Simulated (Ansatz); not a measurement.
CH6OS2Si, SMILES `SCO[SiH2]S` from Hartree–Fock to CCSD(T)

| atom | x (Å) | y (Å) | z (Å) |
| --- | --- | --- | --- |
| S1 | 0.962 | -0.142 | -2.194 |
| C2 | 1.406 | -0.163 | -0.442 |
| O3 | 0.694 | 0.752 | 0.347 |
| Si4 | -0.629 | 0.373 | 1.240 |
| S5 | -2.218 | -0.500 | 0.113 |
| H6 | -0.192 | -0.815 | -2.056 |
| H7 | 2.461 | 0.115 | -0.416 |
| H8 | 1.308 | -1.184 | -0.064 |
| H9 | -0.319 | -0.683 | 2.237 |
| H10 | -1.034 | 1.648 | 1.865 |
| H11 | -2.439 | 0.599 | -0.630 |

Total charge 0; spin multiplicity 1. The structure was optimised at the PBE0-D4/def2-TZVP level. It is one conformer, not always the lowest. Frozen core, restricted reference, the Gaussian-basis code of Ansatz. CBS rows extrapolate triple and quadruple zeta; past MP2 they add the triple-zeta difference.

| basis | HF (Eh) | MP2 corr. |
| --- | --- | --- |
| def2-TZVPP | -1200.36766 | -0.88686 |
| def2-QZVPP | -1200.40513 | -0.95863 |

(1) Estimate the CCSD correlation energy and the (T) correction in each basis where they were run (hartree).

Answers

(1) 
| basis | CCSD corr. | (T) |
| --- | --- | --- |
| def2-TZVPP | -0.94638 | -0.04006 |
| CBS(def2) | -1.07132 | as TZ |
